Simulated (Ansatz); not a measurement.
`O[SiH](O)C[SiH2]F` at its PBE0-D4/def2-TZVP geometry, where that method's forces vanish. Total charge 0; spin multiplicity 1.

| atom | x (Å) | y (Å) | z (Å) |
| --- | --- | --- | --- |
| O1 | -1.698 | -0.622 | -1.159 |
| Si2 | -0.060 | -0.643 | -1.153 |
| O3 | 0.569 | -1.918 | -0.325 |
| C4 | 0.641 | 0.843 | -0.277 |
| Si5 | 0.170 | 0.931 | 1.513 |
| F6 | -1.380 | 0.485 | 1.639 |
| H7 | -2.118 | -0.441 | -0.313 |
| H8 | 0.309 | -0.706 | -2.587 |
| H9 | 0.321 | -2.800 | -0.606 |
| H10 | 0.300 | 1.747 | -0.792 |
| H11 | 1.734 | 0.814 | -0.346 |
| H12 | 0.248 | 2.309 | 2.058 |
| H13 | 0.964 | 0.003 | 2.349 |

(1) For each bond, give half the difference of the two atoms' forces along it (eV/Å; positive pushes the atoms apart) under PBE-D4, r2SCAN-D4, B3LYP-D4, ωB97M-V in def2-TZVPP. (Estimate.)

## Answers

(1) Ansatz gave: 
| bond | length (Å) | PBE-D4 | r2SCAN-D4 | B3LYP-D4 | ωB97M-V |
| --- | --- | --- | --- | --- | --- |
| O1–Si2 | 1.639 | 0.26 | 0.04 | 0.11 | 0.11 |
| O1–H7 | 0.961 | 0.34 | 0.00 | -0.03 | -0.06 |
| Si2–O3 | 1.645 | 0.25 | 0.04 | 0.14 | 0.13 |
| Si2–C4 | 1.862 | -0.05 | -0.01 | 0.05 | -0.02 |
| Si2–H8 | 1.482 | -0.01 | -0.03 | -0.20 | -0.20 |
| O3–H9 | 0.958 | 0.33 | 0.02 | -0.02 | -0.05 |
| C4–Si5 | 1.853 | -0.05 | 0.00 | 0.10 | 0.03 |
| C4–H10 | 1.095 | 0.11 | 0.00 | -0.06 | -0.04 |
| C4–H11 | 1.096 | 0.08 | -0.01 | -0.07 | -0.04 |
| Si5–F6 | 1.617 | 0.50 | 0.04 | 0.21 | 0.20 |
| Si5–H12 | 1.484 | 0.03 | -0.02 | -0.14 | -0.16 |
| Si5–H13 | 1.480 | 0.03 | -0.02 | -0.12 | -0.16 |

B3LYP here is the variant with VWN-RPA as its local correlation; programs differ in this.
